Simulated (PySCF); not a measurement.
# Group charges in `N[Si@H](F)NCCC(F)(F)F`

Species: C₃H₈F₄N₂Si.
Numbering: `[NH2:1][Si@H:2]([F:3])[NH:4][CH2:5][CH2:6][C:7]([F:8])([F:9])[F:10]` (hydrogens: H11, H12 on N1; H13 on Si2; H14 on N4; H15, H16 on C5; H17, H18 on C6)

Geometry (GFN2-xTB, Å), atoms numbered from 1 in this order:
```xyz
18
C3H8F4N2Si angstrom
N      2.544    0.164    0.685
Si     2.078    0.593   -0.905
F      1.602    2.131   -0.724
N      0.815   -0.478   -1.350
C     -0.298   -0.816   -0.503
C     -1.405    0.255   -0.537
C     -2.562   -0.122    0.358
F     -2.209   -0.231    1.647
F     -3.111   -1.302    0.018
F     -3.557    0.779    0.312
H      3.063    0.832    1.231
H      2.863   -0.771    0.872
H      3.019    0.624   -2.010
H      0.586   -0.552   -2.329
H      0.074   -0.906    0.519
H     -0.716   -1.780   -0.811
H     -1.791    0.374   -1.552
H     -1.004    1.211   -0.197
```

Atomic charges (e) from the PBE0/pcSseg-1 density (PySCF):

| atom | Mulliken | IAO | Hirshfeld | ESP-fitted |
| --- | --- | --- | --- | --- |
| N1 | -0.6335 | -0.8549 | -0.3096 | -0.8930 |
| Si2 | +1.1181 | +1.3590 | +0.4726 | +0.8651 |
| F3 | -0.4376 | -0.5524 | -0.2195 | -0.3218 |
| N4 | -0.6833 | -0.6819 | -0.2405 | -0.9139 |
| C5 | -0.0184 | -0.1446 | -0.0261 | +0.5337 |
| C6 | -0.3124 | -0.3212 | -0.0988 | -0.4830 |
| C7 | +0.7755 | +0.8080 | +0.2623 | +0.6164 |
| F8 | -0.2727 | -0.2866 | -0.0938 | -0.2105 |
| F9 | -0.2792 | -0.2914 | -0.0978 | -0.2181 |
| F10 | -0.2728 | -0.2878 | -0.1027 | -0.2118 |
| H11 | +0.2000 | +0.2732 | +0.1244 | +0.3619 |
| H12 | +0.1978 | +0.2719 | +0.1236 | +0.3537 |
| H13 | -0.1539 | -0.1800 | -0.0846 | -0.1405 |
| H14 | +0.1974 | +0.2594 | +0.1181 | +0.3853 |
| H15 | +0.1386 | +0.1552 | +0.0357 | -0.0217 |
| H16 | +0.1325 | +0.1438 | +0.0369 | -0.0304 |
| H17 | +0.1391 | +0.1583 | +0.0489 | +0.1473 |
| H18 | +0.1648 | +0.1721 | +0.0509 | +0.1814 |

**Question.** Cut each of the bonds N1–Si2, Si2–N4, N4–C5, C6–C5 and C7–C6 in turn and sum the charges on the side of the atom named first.

**Answer.** In e; the other side holds the opposite charge:

```tsv
bond cut	piece	atoms	Mulliken	IAO	Hirshfeld	ESP-fitted
N1–Si2	NH2	3	-0.236	-0.310	-0.062	-0.177
Si2–N4	SiNFH3	6	+0.291	+0.317	+0.107	+0.225
N4–C5	SiN2FH4	8	-0.195	-0.106	-0.015	-0.303
C6–C5	C2H2F3	7	-0.058	-0.049	-0.031	-0.178
C7–C6	CF3	4	-0.049	-0.058	-0.032	-0.024
```

Extremes among these pieces. Mulliken: lowest NH2 at N1, highest SiNFH3 at Si2; IAO: lowest NH2 at N1, highest SiNFH3 at Si2; Hirshfeld: lowest NH2 at N1, highest SiNFH3 at Si2; ESP-fitted: lowest SiN2FH4 at N4, highest SiNFH3 at Si2.

**Question.** Do the schemes agree better on the pieces than on the single atoms at the cuts?

**Answer.** The spread between schemes averages 0.185 e for the pieces and 0.615 e for the atoms named first; it is smaller for the piece at 5 of the 5 cuts. On average they agree better on the pieces.

Geometry: GFN2-xTB, one conformer, isolated molecule.
